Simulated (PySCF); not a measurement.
Molecule: SMILES Cl[B-](Cl)(Cl)Cl, [BCl₄]-.

Geometry (Å), atoms numbered from 1 in this order:
```xyz
5

Cl    1.769   -0.625   -0.234
B     0.019   -0.021   -0.019
Cl   -1.170   -1.361   -0.534
Cl   -0.273    0.415    1.769
Cl   -0.253    1.488   -1.078
```

Total charge -1.

Geometry PBE0-D3(BJ)/def2-SVP throughout; GIAO in PySCF 2.14, gas phase, one conformer, non-relativistic; equivalent atoms averaged; basis pcSseg-2.

Problem. How do the shifts δ (against HCl, BF3·OEt2 at the same level) depend on the functional? (ppm; last column core-seconds on shared hosts with different chips, so compare them loosely; the GGAs took longer than the global hybrids here, which isn't the general rule, and the cause wasn't traced)

Solution. 
| functional | kind | Cl1/Cl3/Cl4/Cl5 | B2 | core-s |
| --- | --- | --- | --- | --- |
| HF | Hartree–Fock | 113.9 | 12.5 | 8.9 |
| LDA | LDA | 228.7 | 15.7 | 15 |
| PBE | GGA | 198.8 | 15.2 | 18 |
| BLYP | GGA | 193.1 | 18.1 | 17 |
| BP86 | GGA | 196.0 | 15.7 | 17 |
| OPBE | GGA | 177.3 | 12.3 | 18 |
| KT2 | GGA | 201.3 | 14.5 | 17 |
| KT3 | GGA | 179.2 | 14.7 | 18 |
| B97-D | GGA | 177.6 | 16.6 | 17 |
| B3LYP | global hybrid | 175.6 | 17.0 | 14 |
| PBE0 | global hybrid | 174.7 | 14.2 | 14 |
| mPW1PW91 | global hybrid | 170.8 | 14.5 | 14 |
| WP04 | global hybrid | 137.9 | 21.4 | 14 |
| B97-2 | global hybrid | 165.0 | 14.6 | 14 |
| BHandHLYP | global hybrid | 152.3 | 15.5 | 14 |
| CAM-B3LYP | range-separated hybrid | 170.0 | 14.9 | 20 |
| wB97X-D | range-separated hybrid | 163.5 | 12.9 | 23 |
| LC-wPBE | range-separated hybrid | 154.0 | 9.9 | 25 |

Problem. Which nucleus moves most, in ppm?

Solution. Cl1/Cl3/Cl4/Cl5 (chlorine bonded to B): from 113.9 ppm with HF to 228.7 ppm with LDA. The smallest spread is 11.5 ppm, at B2.
